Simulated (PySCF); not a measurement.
Electronic structure of Pt (platinum, neutral) at the UHF level

Configuration: [Xe] 4f14 5d9 6s1, high-spin 3D determinant. Computed with PySCF 2.14 in def2-SVP with the def2 core potential (60 electrons) (6s3p2d1f, 32 functions), with a scalar-relativistic core potential.

```
Total energy                                                  : -118.393521 hartree
One-electron energy                                           : -208.6903 hartree
Hartree (Coulomb) energy                                      : 101.1346 hartree
Exchange energy                                               : -10.8378 hartree
⟨S²⟩                                                          : 2.0029
⟨L²⟩                                                          : 6.035
Sum of ⟨r⟩                                                    : 27.05 bohr
Sum of ⟨r²⟩                                                   : 52.00 bohr²
Traceless quadrupole moment −½Σ⟨3z² − r²⟩ along its main axis : -1.09 e·bohr²
Time after the integrals                                      : 0.15 s of wall time on 1 thread of Neoverse-V1 (shared host)
```

```json
{"shell": "5s α", "electrons": "1", "mean orbital energy (eV)": "-121.46", "spread (eV)": "0", "rms radius, mean of both spins (bohr)": "1.04"}
{"shell": "5s β", "electrons": "1", "mean orbital energy (eV)": "-119.85", "spread (eV)": "0", "rms radius, mean of both spins (bohr)": "1.04"}
{"shell": "5p α", "electrons": "3", "mean orbital energy (eV)": "-69.998", "spread (eV)": "1.567", "rms radius, mean of both spins (bohr)": "1.20"}
{"shell": "5p β", "electrons": "3", "mean orbital energy (eV)": "-67.939", "spread (eV)": "0.873", "rms radius, mean of both spins (bohr)": "1.20"}
{"shell": "5d α", "electrons": "5", "mean orbital energy (eV)": "-11.865", "spread (eV)": "1.784", "rms radius, mean of both spins (bohr)": "1.83"}
{"shell": "5d β", "electrons": "4", "mean orbital energy (eV)": "-10.557", "spread (eV)": "1.333", "rms radius, mean of both spins (bohr)": "1.83"}
{"shell": "6s α", "electrons": "1", "mean orbital energy (eV)": "-7.885", "spread (eV)": "0", "rms radius, mean of both spins (bohr)": "3.32"}
```

Energies and moments cover only the electrons outside the core potential. Spin-orbit coupling, absent here, splits the open shell strongly.
